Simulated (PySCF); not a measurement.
Correlation energy of Si²⁺ (silicon, charge +2)

[Ne] 3s2, closed-shell 1S. Calculation: PySCF 2.14, in x2c-QZVPPall; the spin-free X2C one-electron Hamiltonian (Gaussian nucleus). Frozen: [Ne]; 2 electrons correlated.

With two correlated electrons CCSD is exact within the correlated space (frozen core and kept virtual orbitals).

| level | correlation energy (mhartree) |
| --- | --- |
| CCSD | -45.51 |

Diagnostics: T1 = 0.0065, D1 = 0.0091, largest double amplitude 0.115.

Cost of the coupled-cluster step: of the order of 0.7 core-seconds, for 2 correlated electrons.
